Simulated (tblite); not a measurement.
C4H7OS2 (doublet state).
Structure used (GFN2-xTB), in Å, numbered top down from 1:
```
atom  x, y, z in Å
C1     2.9477   -0.3061    0.9486
C2     2.6976    0.8629    0.3886
S3     1.1368    1.6196    0.1484
S4    -0.2524    0.2261    1.0623
C5    -0.8449   -0.7068   -0.2036
O6    -2.1234   -0.7664   -0.5828
C7    -3.0575   -0.0213    0.1638
H8     3.9564   -0.6675    1.0428
H9     2.1652   -0.9364    1.3362
H10    3.4725    1.5044   -0.0021
H11   -0.1898   -1.3084   -0.8124
H12   -2.7751    1.0354    0.1933
H13   -3.1178   -0.3950    1.1906
H14   -4.0160   -0.1411   -0.3358
```

Calculated harmonic vibrations of the isolated species, GFN2-xTB (tblite), most abundant isotopes, no scaling. This tight-binding method is rough: wavenumbers can miss measured ones by several per cent, in bad cases by 10 to 20. One conformer, not necessarily the lowest. Open shells enter through the occupations alone, without spin polarisation, and single modes of such species can be off by tens of per cent.

Harmonic wavenumbers (cm⁻¹): 32.0, 53.6, 83.1, 142.5, 146.9, 167.2, 241.0, 253.3, 303.2, 416.0, 525.5, 547.0, 564.5, 700.8, 833.9, 842.7, 971.8, 992.8, 995.1, 1112.2, 1129.5, 1209.2, 1223.5, 1296.0, 1383.9, 1397.9, 1443.8, 1460.6, 1654.1, 2942.8, 2959.6, 3043.4, 3077.4, 3080.4, 3105.4, 3133.5.

A = 4405, B = 900.1, C = 836.8 MHz; mass 134.994 u (most abundant isotopes); point group C1, symmetry number 1; spin multiplicity 2.

**Question.** What is the zero-point energy?

**Answer.** ½Σν̃ = 21733 cm⁻¹ = 259.99 kJ/mol.

**Question.** Give the ideal-gas entropy at 350 K and 1 bar in the rigid-rotor, harmonic-oscillator model (classical rotation).

**Answer.** Translation 173.36, rotation 123.18, vibration 147.97, spin (R ln 2) 5.76: S = 450.3 J/(mol K).

**Question.** And Cp and H(350 K) − H(0)?

**Answer.** Cp = 157.82 J/(mol K), of which vibrations give 124.56 (their classical limit is 36 R = 299.3); H(350 K) − H(0) = 36.48 kJ/mol without the zero-point energy, 24.84 from vibrations.

**Question.** What must be added to the electronic energy to get the Gibbs energy at 350 K and 1 bar?

**Answer.** ZPE + [H(350 K) − H(0)] − T·S = 259.99 + 36.48 − 157.59 = 138.88 kJ/mol.

**Question.** Which modes carry the vibrational entropy at 350 K?

**Answer.** 32.0 cm⁻¹: 25.19; 53.6 cm⁻¹: 20.91; 83.1 cm⁻¹: 17.29; 142.5 cm⁻¹: 12.88; 146.9 cm⁻¹: 12.63; 167.2 cm⁻¹: 11.59 J/(mol K); the other 30 give 47.48 together.

**Question.** How do the functions run with temperature in this model?

**Answer.** 
```csv
T (K),S (J/(mol K)),Cp (J/(mol K)),H − H(0) (kJ/mol),G − H(0) (kJ/mol),ln q(vib)
100,306.4,83.6,5.90,-24.75,2.41
200,374.7,115.6,15.93,-59.01,5.37
300,427.0,144.2,28.93,-99.17,8.02
500,512.7,192.8,62.90,-193.46,12.75
800,614.3,238.9,128.28,-363.16,18.93
1000,669.9,259.0,178.17,-491.71,22.58
```

q(vib) and H(0) count from the zero-point level.

**Question.** Blend soft modes into free rotors: weight 1/[1 + (100 cm⁻¹/ν̃)⁴] for the oscillator and the rest for a rotor with moment μB/(μ + B), μ = h/(8π²ν), B = 10⁻⁴⁴ kg m². What vibrational entropy results?

**Answer.** 131.59 J/(mol K) in place of 147.97, which changes −T·S at 350 K by +5.73 kJ/mol.

Hindered rotation and anharmonicity are outside this model. Other conformers, if any are populated, would add a mixing term that is left out. The structure is chiral; the term R ln 2 for an equal mix with its mirror image is left out.
